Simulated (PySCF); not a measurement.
**Spinor energies of Pt⁶⁹⁺ (platinum, charge +69)**

Start: [He] 2s2 2p5; 2p1/2 filled at m_j = +1/2; 2p3/2 filled at m_j = -3/2, -1/2, +1/2, +3/2. Calculated with PySCF 2.14 in an uncontracted even-tempered set (16 s from 56 bohr⁻², ratio 2.4; 13 p from 72 bohr⁻², ratio 2.4; 5 d from 250 bohr⁻², ratio 2.6; 4 f from 370 bohr⁻², ratio 2.6): generalised Hartree-Fock with the X2C-1e Hamiltonian and a Gaussian nucleus; one run each with spin-orbit coupling (SO) screened by Boettger's factors, then bare. This is a chosen level, not necessarily the ground level.

```tsv
spinor shell	electrons	ε, screened SO (eV)	ε, bare SO (eV)	weight of nominal j (bare SO)	rms radius, bare SO (bohr)
1s1/2	2	-85645.6	-85645.8	1.000	0.0193
2s1/2	2	-20213.1	-20213.2	1.000	0.0765
2p1/2	1	-19774.7	-19817.0	1.000	0.0644
2p3/2	4	-17937.3	-17925.1	1.000	0.0719
```

| quantity | screened SO | bare SO |
| --- | --- | --- |
| E (hartree) | -11736.08963 | -11735.82241 |
| M_J | 1/2 | 1/2 |
| ⟨J²⟩ | 0.750 | 0.750 |
| ⟨L²⟩ | 2.022 | 2.023 |
| ⟨S²⟩ | 0.772 | 0.773 |

Each row is a mean over spinors that exchange with the open shell spreads, by up to 22.599 eV (2p3/2).

Breit and QED terms are absent; they matter most for the inner s and p1/2 levels.

Densities and radii are taken from the X2C orbitals without a picture-change correction, which distorts them close to the nucleus.
